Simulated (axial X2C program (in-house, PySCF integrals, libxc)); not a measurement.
# Correcting the dissociation energy of GaGe for spin–orbit coupling

A spin-free CCSD(T) curve (one-electron X2C) was computed with an in-house all-electron X2C program for linear molecules (integrals from PySCF), basis Ge dyall-cv3z [9s9p7d4f1g], Ga dyall-cv3z [9s9p7d4f1g] (cores contracted in-house), for the state M_S = 3/2, Λ = 0 (beyond evenly filled blocks: σα, π+α, π-α). It gives D0 = 2.178 eV to Ge + Ga, which in a spin-free picture are the weighted means of the ground terms.

Correlated methods: 7 electrons correlated (number of frozen shells: Ge 3 s, 2 p, 1 d; Ga 3 s, 2 p, 1 d), 297 virtual spin orbitals or spinors in MP2, 90 natural virtuals in coupled cluster.

Measured levels of the ground terms (NIST Handbook of Basic Atomic Spectroscopic Data), in cm⁻¹: Ge 3P: J = 0 at 0, J = 1 at 557.1, J = 2 at 1410; Ga 2P: J = 1/2 at 0, J = 3/2 at 826.2.

The molecular state has Λ = 0, so it has no first-order lowering.

Problem. How far does each ground level lie under the (2J+1)-weighted mean of its term?

Solution. Ge: (1 × 0 + 3 × 557.1 + 5 × 1410)/9 = 969 cm⁻¹; Ga: (2 × 0 + 4 × 826.2)/6 = 551 cm⁻¹.

Problem. Correct D0.

Solution. D0 = 2.178 + (0 − 1520)/8065.5 = 1.990 eV at CCSD(T) with these spin–orbit terms.

Second-order spin–orbit effects in the molecule, which grow quickly with Z, are left out. The state is one determinant whose occupation by symmetry is held fixed; it was picked as the lowest of a PBE0 search that is not exhaustive. Dissociation energies refer to the lowest single-determinant-based atoms at the same level and basis. CCSD and (T) use frozen natural virtuals with an MP2 correction for the truncation; (T) itself is uncorrected, so its De runs slightly low. PBE0 can misorder states that lie within some tenths of an eV, so this need not be the ground state of the molecule. The nearest other spin-free determinant of the search, M_S = 1/2, Λ = 0, lies 0.37 eV up at the distance of the search. With the outer-core shells frozen, correlated bond lengths of heavy atoms tend to come out a few hundredths of an ångström too long.
